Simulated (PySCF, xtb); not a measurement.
Si(H)3(NCO) (CH3NOSi), SMILES N(=C=O)[SiH3]. Atoms are numbered in the order given.

```xyz
7

Si     0.0000     0.0000    -1.5987
N      0.0000     0.0000     0.1214
C      0.0000     0.0000     1.3177
O      0.0000     0.0000     2.4855
H     -1.2194    -0.7040    -2.0861
H      0.0000     1.4080    -2.0861
H      1.2194    -0.7040    -2.0861
```

Geometry: PBE0-D3(BJ)/def2-SVP.

Level of theory: IEF-PCM-B3LYP/def2-SVP (PySCF).

The values are the electrostatic part of the solvation free energy, E(continuum) − E(gas) at the gas-phase geometry, in a cavity of scaled van der Waals radii (PySCF's table); cavitation and dispersion terms are not included. In vacuum the orbital gap is 8.77 eV. The dipole moment in vacuum is 2.08 D.

```
solvent         ε  ΔG(elec) (kcal/mol)  dipole (D)  gap (eV)
----------  -----  -------------------  ----------  --------
water       78.36                 -1.7        2.58      8.87
chloroform   4.71                 -1.3        2.44      8.86
toluene      2.37                  [?]         [?]       [?]
```

**Question.** Some entries are withheld; supply them. (An estimate is asked for; the answer gives what the named calculation found.)

**Answer.** 
- toluene, ΔG(elec) (kcal/mol): -0.8
- toluene, dipole (D): 2.32
- toluene, gap (eV): 8.84

For comparison, GFN2-xTB/ALPB(water) (xtb, at the GFN2-xTB geometry, all terms of that model) gives 0.4 kcal/mol.
